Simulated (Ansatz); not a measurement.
Stepwise reaction of `C#[C][Zr]([F])([F])[C]#C` with hydrogen fluoride, as a gas-phase model of exchange steps in deposition or etching. ΔE in kJ/mol; ΔG adds harmonic PBE0-D4 terms to CCSD(T)/CBS, at 1 bar.

Program: Ansatz. Geometries: PBE0-D4/def2-TZVP. ΔE: electronic, gas phase. CCSD(T)/CBS is the MP2 limit (def2-TZVPP, def2-QZVPP) plus CCSD(T) − MP2 in def2-TZVPP, frozen cores. This one scheme is used for every species. Functionals use def2-TZVPP. B3LYP here is the variant with VWN-RPA as its local correlation; programs differ in this. def2 core potentials past Kr. For Zr outer-core shells are correlated without core-valence functions, which leaves a few kJ/mol of doubt a bond.

```tsv
step	reaction	PBE-D4	B3LYP-D4	ωB97M-V	CCSD(T)/CBS	ΔG(500 K)
1	`C#[C][Zr]([F])([F])[C]#C` + H–F → `C#[C][Zr]([F])([F])[F]` + `C#C`	-153.3	-156.6	-159.5	-148.3	-139.7
```

**Question.** Give the row of step 2, `C#[C][Zr]([F])([F])[F]` + H–F → `[F][Zr]([F])([F])[F]` + `C#C`. (An estimate is asked.)

**Answer.** The calculation gave: 
| step | reaction | PBE-D4 | B3LYP-D4 | ωB97M-V | CCSD(T)/CBS | ΔG(500 K) |
| --- | --- | --- | --- | --- | --- | --- |
| 2 | `C#[C][Zr]([F])([F])[F]` + H–F → `[F][Zr]([F])([F])[F]` + `C#C` | -149.9 | -153.7 | -154.9 | -144.7 | -132.7 |

**Question.** By hand: ΔE of the 2 steps together at CCSD(T)/CBS.

**Answer.** (-148.3) + (-144.7) = -293.0 kJ/mol, or -146.5 kJ/mol a step.

In ΔE the steps differ by no more than 3.6 kJ/mol. All are downhill at CCSD(T)/CBS. ΔG lies between -139.7 and -132.7 kJ/mol a step. PBE-D4 differs from CCSD(T)/CBS by -5.2 to -5.0 kJ/mol a step. Only this route is followed, and other bonds may react first. Isolated molecules leave out the surface, adducts and barriers. Largest T1 diagnostic: 0.018.
